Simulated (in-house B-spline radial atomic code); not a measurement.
## Au: [Xe] 4f14 5d10 6s1

Method: Dirac-Kohn-Sham PBE0, spherical fractional occupations, exact exchange averaged over the configuration, Fermi nucleus of rms radius 5.4371 fm. Calculated with a radial B-spline atomic code at the basis-set limit.

Screening seen three ways: the hydrogenic charge with the same mean radius, Z_r = [3n² - l(l+1)]/(2<r>), the one with the same energy, Z_e = n√(-2ε), and Slater's rules. Values are occupation-weighted means over j. An effective charge above Z reflects the relativistic contraction of the inner shells.

```
shell  electrons   ε (eV)  <r> (bohr)    Z_r    Z_e  Slater
   1s          2   -80771     0.01687  88.92  77.05   78.70
   2s          2   -14280     0.07046  85.16  64.79   74.85
   2p          6   -12465      0.0637  78.50  60.54   74.85
   3s          2  -3387.2      0.1832  73.68  47.33   67.75
   3p          6  -2850.3       0.184  67.94  43.42   67.75
   3d         10  -2221.6      0.1677  62.61  38.33   57.85
   4s          2  -744.43      0.4069  58.98  29.59   51.25
   4p          6  -565.48      0.4319  53.26  25.79   51.25
   4d         10  -335.53      0.4584  45.81  19.86   39.85
   5s          2  -113.13       0.932  40.24  14.42   21.35
   4f         14  -86.581      0.4984  36.12  10.09   28.45
   5p          6  -64.684       1.074  33.99  10.90   21.35
   5d         10  -8.4672       1.609  21.44   3.94    7.85
   6s          1  -6.5129       2.891  18.68   4.15    3.70
```

The least bound orbital is 6s1/2 at -6.513 eV, and it is also the most diffuse (<r> = 2.891 bohr).

Spin-orbit splittings of the orbital energies (j = l + 1/2 above j = l - 1/2 when positive): 2p 1836 eV, 3p 406.6 eV, 3d 87.19 eV, 4p 97.83 eV, 4d 18.29 eV, 4f 3.863 eV, 5p 16.65 eV, 5d 1.581 eV.

For the 1s electron the small component carries 9 % of the norm, the zero-frequency Breit interaction raises the level by 302.9 eV, self-energy by 193.8 eV, and vacuum polarisation lowers it by 39.52 eV.
